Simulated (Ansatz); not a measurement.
CoCl2(H2O)2 (CoCl2O2H4) was relaxed with B3LYP-D4 (def2-SVP) in Ansatz in these states: charge +1 singlet, neutral quartet. The geometries follow in no particular order.

A:

| atom | x (Å) | y (Å) | z (Å) |
| --- | --- | --- | --- |
| Co1 | -0.117 | -0.411 | 0.566 |
| Cl2 | 0.212 | 0.708 | 2.469 |
| Cl3 | -0.714 | -2.475 | -0.035 |
| O4 | -1.656 | 0.237 | -0.710 |
| H5 | -1.910 | -0.679 | -0.955 |
| H6 | -1.555 | 0.735 | -1.534 |
| O7 | 1.798 | 0.263 | 0.022 |
| H8 | 1.927 | 0.742 | 0.869 |
| H9 | 2.015 | 0.880 | -0.691 |

B:

Cartesian coordinates in Å:
```
Co -0.265 0.407 0.627
Cl 1.777 0.269 1.150
Cl -0.724 2.357 1.189
O -0.213 0.745 -1.205
H -0.124 1.694 -1.419
H 0.469 0.252 -1.699
O -0.292 -1.556 0.315
H -1.083 -2.121 0.342
H 0.456 -2.048 0.701
```

**Question.** Judge from the bond lengths which geometry belongs to which state (an estimate).

**Answer.** A is the neutral quartet (Co1–O4 2.102 Å, Co1–Cl3 2.232 Å, Co1–Cl2 2.232 Å); B is the charge +1 singlet (Co1–O4 1.863 Å, Co1–Cl3 2.081 Å, Co1–Cl2 2.113 Å).
